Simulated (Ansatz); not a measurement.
## CH2AlS2−: where a starting geometry ends

The starting geometry of this gas-phase singlet was optimised with GFN2-xTB.

```xyz
6

C     0.0851   -1.6106    0.0314
Al   -1.0120   -0.9728    1.5796
S    -2.7600   -2.0501    2.0270
S     1.1058   -2.2486    1.1938
H     0.3109   -1.9690   -0.9803
H    -0.3501    0.3526    2.0476
```

**Question.** Predict what becomes of its bonds when it is optimised with PBE0-D3(BJ)/def2-SVPD.

**Answer.** A bond breaks, giving a structure given below by its coordinates. Contacts that open: Al2–S4 (2.50 → 3.27 Å).

The energy falls by 0.29 eV over 28 steps:

| step | E − E(last) (eV) |
| --- | --- |
| 1 | 0.294 |
| 4 | 0.094 |
| 7 | 0.026 |
| 10 | 0.007 |
| 13 | 0.002 |
| 16 | 0.001 |
| 19 | 0.000 |
| 22 | 0.000 |
| 25 | 0.000 |
| 28 | 0.000 |

Final geometry (Å):

```yaml
atoms:
  - { symbol: C, position_ang: [0.2423, -1.8736, 0.3692] }
  - { symbol: Al, position_ang: [-1.1091, -0.9792, 1.5731] }
  - { symbol: S, position_ang: [-3.1337, -1.4853, 1.4167] }
  - { symbol: S, position_ang: [1.8602, -1.6039, 0.3603] }
  - { symbol: H, position_ang: [-0.1170, -2.6214, -0.3620] }
  - { symbol: H, position_ang: [-0.3630, 0.0648, 2.5419] }
```

The end wasn't checked by frequencies. Run with Ansatz 0.2.0, 68 s on 2 threads of Arm Neoverse V1, on a shared host.
